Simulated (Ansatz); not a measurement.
CH5FSiZn (`C[SiH2][Zn][F]`): the same geometry under several functionals.

```yaml
crystal:
  periodic: [false, false, false]
  atoms:
    - {symbol: C, position_ang: [-0.696531, 1.088526, -0.513400]}
    - {symbol: Si, position_ang: [-0.095835, -0.192940, 0.723465]}
    - {symbol: Zn, position_ang: [1.451353, -1.696106, -0.189435]}
    - {symbol: F, position_ang: [2.615794, -2.825234, -0.883572]}
    - {symbol: H, position_ang: [-1.190736, 0.612441, -1.362508]}
    - {symbol: H, position_ang: [-1.411586, 1.763361, -0.037352]}
    - {symbol: H, position_ang: [0.133829, 1.685877, -0.894824]}
    - {symbol: H, position_ang: [-1.254500, -0.968931, 1.250643]}
    - {symbol: H, position_ang: [0.536712, 0.486709, 1.889884]}
basis:
  gaussian: {orbitals: def2-TZVPP}
hamiltonian: {xc: r2scan, dispersion: d4}
output: {forces: true, orbitals: {seedname: orbitals}}
```

```sh
$ ansatz run in.yaml --threads 4 --pin off --events-out ev --progress --plain --max-ram 10444MiB
```

It prints (some lines left out):

```
Functional definition: r2SCAN
1418 factors; their error is unknown
mean field evaluation 1: about -60121.1203 eV, gradient 8.4e1 eV
mean field evaluation 2: about -60057.2535 eV, gradient 2.2e2 eV
mean field evaluation 4: about -60132.7880 eV, gradient 2.1e1 eV
mean field evaluation 8: about -60133.3008 eV, gradient 1.1e-1 eV
mean field evaluation 16: about -60133.2651 eV, gradient 4.1e-3 eV
mean field -60133.26511803 eV, -2209.8567332966 hartree, gradient 3.4e-5 eV, S^2 0.000000; 0 other end points of the search recorded, 0 dependent functions left out
reference -60133.26513444 eV, -2209.8567338997 hartree; 32, 32 occupied and 206, 206 virtual orbitals, 1418 factors
Total energy: -60133.30290639 eV, -2209.8581219931 hartree
Atom 0 at    -0.696531     1.088526    -0.513400 Å, force     0.007799    -0.007040    -0.009264 eV/Å
Atom 1 at    -0.095835    -0.192940     0.723465 Å, force     0.092907    -0.101957    -0.028123 eV/Å
Atom 2 at     1.451353    -1.696106    -0.189435 Å, force    -0.006574     0.005174     0.004340 eV/Å
Atom 3 at     2.615794    -2.825234    -0.883572 Å, force    -0.104488     0.101500     0.062843 eV/Å
Atom 4 at    -1.190736     0.612441    -1.362508 Å, force     0.009587     0.024606     0.012919 eV/Å
Atom 5 at    -1.411586     1.763361    -0.037352 Å, force     0.012272    -0.009142    -0.014110 eV/Å
Atom 6 at     0.133829     1.685877    -0.894824 Å, force    -0.028025    -0.006091     0.000242 eV/Å
Atom 7 at    -1.254500    -0.968931     1.250643 Å, force     0.023968     0.009132    -0.008557 eV/Å
Atom 8 at     0.536712     0.486709     1.889884 Å, force    -0.007446    -0.016183    -0.020289 eV/Å
Dipole moment:    -0.440886     0.497148     0.104288 e Å
```

Hardware: 4 threads of an AMD EPYC 9R45 on a shared host. Wall time 1.6 s, peak host memory 0.36 GiB.

With the line `hamiltonian: {xc: {name: BHLYP}, dispersion: d4}` and no forces (abridged; 1.1 s):

```
Functional definition: BHLYP
mean field evaluation 16: about -60133.2823 eV, gradient 2.9e-5 eV
mean field -60133.28226863 eV, -2209.8573635694 hartree, gradient 2.9e-5 eV, S^2 0.000000
Total energy: -60133.48887078 eV, -2209.8649560583 hartree
```

With the line `hamiltonian: {xc: {name: LC-wPBE}}` and no forces (abridged; 0.9 s):

```
Functional definition: LC-wPBE
mean field evaluation 16: about -60125.3900 eV, gradient 1.2e-4 eV
mean field -60125.39001607 eV, -2209.5673286374 hartree, gradient 5.3e-5 eV, S^2 0.000000
Total energy: -60125.39001608 eV, -2209.5673286377 hartree
```

Changing it to `hamiltonian: {xc: {name: CAM-B3LYP}, dispersion: d4}` and no forces (abridged; 1.2 s):

```
Functional definition: CAM-B3LYP
mean field evaluation 16: about -60138.1419 eV, gradient 8.0e-5 eV
mean field -60138.14192752 eV, -2210.0359527397 hartree, gradient 8.0e-5 eV, S^2 0.000000
Total energy: -60138.27845776 eV, -2210.0409701335 hartree
```

Changing it to `hamiltonian: {xc: {name: PBE-QIDH}}` and no forces (abridged; 1.7 s):

```
Functional definition: PBE-QIDH
mean field evaluation 16: about -60101.7947 eV, gradient 1.9e-4 eV
mean field -60101.79473642 eV, -2208.7002181036 hartree, gradient 4.7e-6 eV, S^2 0.000000
16 core orbitals not correlated: weight in the atoms' cores, before any rotation towards them, 1.000 or more for the frozen orbitals, at most 0.000 for the correlated occupied ones
second order -32.21621405 eV of doubles, -0.00000000 eV of singles
Total energy: -60112.53348977 eV, -2209.0948600105 hartree
```

The same input with `hamiltonian: {xc: pbe, dispersion: d4}` (abridged; 0.95 s):

```
Functional definition: PBE
mean field evaluation 16: about -60120.6095 eV, gradient 4.2e-3 eV
mean field -60120.60946690 eV, -2209.3916466959 hartree, gradient 2.1e-5 eV, S^2 0.000000
Total energy: -60120.76636674 eV, -2209.3974126586 hartree
Atom 0 force     0.026821    -0.038543     0.009465 eV/Å
Atom 1 force     0.116505    -0.118501    -0.056243 eV/Å
Atom 2 force    -0.226893     0.217843     0.138076 eV/Å
Atom 3 force     0.190944    -0.184703    -0.113902 eV/Å
Atom 4 force    -0.091901    -0.083613    -0.162188 eV/Å
Atom 5 force    -0.137084     0.127688     0.094873 eV/Å
Atom 6 force     0.152324     0.114062    -0.075404 eV/Å
Atom 7 force    -0.103601    -0.088933     0.051415 eV/Å
Atom 8 force     0.072885     0.054699     0.113908 eV/Å
Dipole moment:    -0.435493     0.492051     0.100707 e Å
```
